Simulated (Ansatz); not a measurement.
Start from `N=[C]([InH2])[GaH][F]` and change one atom or group to get `C[C](=N)[InH2]`.

Ansatz, PBE0-D4/def2-TZVP geometries, multiplicity 1. Each molecule was computed in one conformer, which needn't be the lowest. `N=[C]([InH2])[GaH][F]` holds a close contact that its SMILES doesn't draw: In···N 2.54 Å. `C[C](=N)[InH2]` holds a close contact that its SMILES doesn't draw: In···N 2.55 Å.

Elements past krypton have def2 core potentials. Scalar relativity is left out up to krypton.

```csv
property,`N=[C]([InH2])[GaH][F]`
"ideal-gas entropy at 298 K and 1 bar (rigid rotor, harmonic PBE0-D4/def2-TZVP) / J/(mol·K)",406
LUMO energy (B3LYP/def2-TZVPP) / eV,-2.52
size of the dipole moment (PBE/def2-TZVPP) / D,1.88
size of the dipole moment (ωB97M-V/def2-TZVPP) / D,2.36
LUMO energy (PBE0/def2-TZVPP) / eV,-2.24
HOMO energy (PBE0/def2-TZVPP) / eV,-6.29
```

Q: Give the same properties after the change, and the shifts. (Best estimate.)

A: The calculation gave: 
```tsv
property	`C[C](=N)[InH2]`	shift
ideal-gas entropy at 298 K and 1 bar (rigid rotor, harmonic PBE0-D4/def2-TZVP) / J/(mol·K)	347	-59
LUMO energy (B3LYP/def2-TZVPP) / eV	-1.38	1.14
size of the dipole moment (PBE/def2-TZVPP) / D	2.48	0.60
size of the dipole moment (ωB97M-V/def2-TZVPP) / D	2.41	0.05
LUMO energy (PBE0/def2-TZVPP) / eV	-1.11	1.13
HOMO energy (PBE0/def2-TZVPP) / eV	-6.64	-0.35
```

With PBE0 the HOMO falls by 0.35 eV and the LUMO rises by 1.13 eV, so the gap widens by about 1.48 eV. PBE moves the HOMO by -0.23 eV and ωB97M-V by -0.46 eV. The zero-point energy changes by 75.5 kJ/mol with +3 modes. Dipoles are sizes alone; their direction can turn. Modes under 60 cm⁻¹, often nearly free rotors, make the harmonic entropy too high.

Positive LUMOs are unbound, so they and the gaps depend on the basis.

B3LYP here is the variant with VWN-RPA as its local correlation; programs differ in this.
